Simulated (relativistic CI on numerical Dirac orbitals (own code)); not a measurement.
## Mn⁶⁺ in a cubic cluster: 2p photoemission with charge transfer

Computed with a charge-transfer multiplet model of a cubic metal-ligand cluster with up to 2 ligand holes, Slater and spin-orbit integrals from Dirac-Coulomb-Breit ions, Slater integrals scaled by 0.8. The ground state mixes d1 with configurations of k ligand holes L, whose averages lie at kΔ + k(k − 1)U_dd/2; a core hole lowers each added d electron by U_cd. 20 K, Lorentzian 0.6 eV and Gaussian 0.8 eV FWHM.

Atomic integrals in eV (Slater integrals scaled, ζ unscaled), ground: F2dd 10.611, F4dd 6.708, zeta_d 0.064; with the core hole: F2dd 10.611, F4dd 6.708, zeta_d 0.092, zeta_core 6.783, F2cd 7.779, G1cd 6.265, G3cd 3.572. Where a configuration has fewer than two d electrons, the dd integrals are those of d2.

Cluster parameters (eV): U_dd = 6.8, U_cd = 8, 10Dq = 2.05, 10Dq(ligand) = 0.9, V(eg) = 2.7, V(t2g) = -1.32, final-state hopping factor = 0.8.

```
     Case   n_d    d1   d2L  d3L2     S
Δ = -2 eV  2.04  0.19  0.59  0.22  0.50
Δ = -1 eV  1.96  0.23  0.59  0.19  0.50
 Δ = 0 eV  1.88  0.27  0.57  0.16  0.50
```

Weights, n_d and S are thermal averages at 20 K. Binding energies count from the first peak over 30 % of the highest in each spectrum, which can be another peak from case to case. The parameters are a model scan and need not match a compound or its usual spin state. Peaks in eV (height, largest 100):
- Δ = -2 eV: 0.0 (100), 1.0 (85), 5.8 (16), 11.8 (59), 23.1 (9)
- Δ = -1 eV: 0.0 (100), 6.0 (15), 11.8 (60), 22.8 (8)
- Δ = 0 eV: 0.0 (100), 6.1 (15), 11.7 (60), 15.4 (15), 22.7 (7)

For the case Δ = -2 eV, Δ = -2 eV is smaller than U_dd = 6.8 eV, the charge-transfer side of the Zaanen-Sawatzky-Allen scheme (negative Δ: between configuration averages a ligand hole costs less than the nominal valence; multiplet and field energies can change this for the lowest states). With the core hole the configuration with one ligand hole lies at Δ − U_cd = -10.0, -9.0, -8.0 eV from the one without, in the order of the table; where this is negative the screened configuration lies lower.

With at most 2 ligand holes the space is cut while the next configuration still counts, so covalency is underestimated, and a final configuration with one more ligand hole, which can lie low, is missing from the spectra.
